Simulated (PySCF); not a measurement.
Species: C5H3F3O2S2.
Numbering: `[O:1]=[S:2](=[O:3])([c:4]1[cH:5][cH:6][cH:7][s:8]1)[C:9]([F:10])([F:11])[F:12]` (hydrogens: H13 on C5; H14 on C6; H15 on C7)

Level of theory: PySCF 2.14.0, PBE0-D3(BJ)/def2-SVP geometry optimisation, gas phase.

**Question.** Give the optimised bond lengths and angles.

**Answer.** 
```tsv
bond	length (Å)	order
O1=S2, S2=O3	1.452	double
S2–C4	1.743	single
C4–C5	1.376	aromatic
C5–C6	1.415	aromatic
C6–C7	1.376	aromatic
C7–S8	1.709	aromatic
S2–C9	1.864	single
C9–F10, C9–F11, C9–F12	1.321	single
C4–S8	1.721	aromatic
C5–H13	1.090	single
C6–H14	1.090	single
C7–H15	1.090	single
```

Bonds in one row agree within 0.01 Å and their mean is given. Orders are formal, as drawn. A selection of angles:
```tsv
angle	degrees
O1–S2–O3	123.9
O1–S2–C4	108.6
O1–S2–C9	105.1
C4–S2–C9	102.4
S2–C4–C5	125.1
S2–C4–S8	122.0
C5–C4–S8	112.9
C4–C5–C6	111.5
C4–C5–H13	122.5
C6–C5–H13	126.0
C5–C6–C7	112.2
C5–C6–H14	124.3
C7–C6–H14	123.5
C6–C7–S8	112.9
C6–C7–H15	127.6
S8–C7–H15	119.6
C4–S8–C7	90.6
S2–C9–F10	110.0
S2–C9–F11	108.1
F10–C9–F11	109.8
```

Torsions: O1–S2–C4–C5 -19° (synperiplanar); O1–S2–C9–F10 174° (antiperiplanar). The mirror-image conformer, all signs reversed, is as good.

The 3 C–C bonds span 1.376 Å (C6–C7, aromatic) to 1.415 Å (C5–C6, aromatic), a spread of 0.039 Å. Of the pairs four or more bonds apart, O1···H13 is among the closest relative to their van der Waals radii: 2.75 Å, 101 % of the sum of Bondi's values. S8 (thiophene-type sulfur) is bent (angle 90.6°). The 4 C–S bonds span 1.709 Å (C7–S8, aromatic) to 1.864 Å (S2–C9, drawn single), a spread of 0.155 Å. S2 (sulfonyl sulfur) is distorted tetrahedral (angles from 102.4° to 123.9°). The 5-membered ring C4–C5–C6–C7–S8 has internal angles of 90.6° to 112.9° (sum 540°, against 540° for a flat polygon); it is planar, 0.00 Å rms from its mean plane, widest ring torsion 0°.

Point group: C1 (no symmetry element, even within 0.4 Å). Not checked by PBE0-D3(BJ)/def2-SVP frequencies. The numbers are those of one conformer.

Time: 1.8 min wall, 4.7 min CPU; peak memory 0.97 GiB. Hardware: AMD EPYC 7B13, 2 threads (shared host). This is the geometry optimisation.
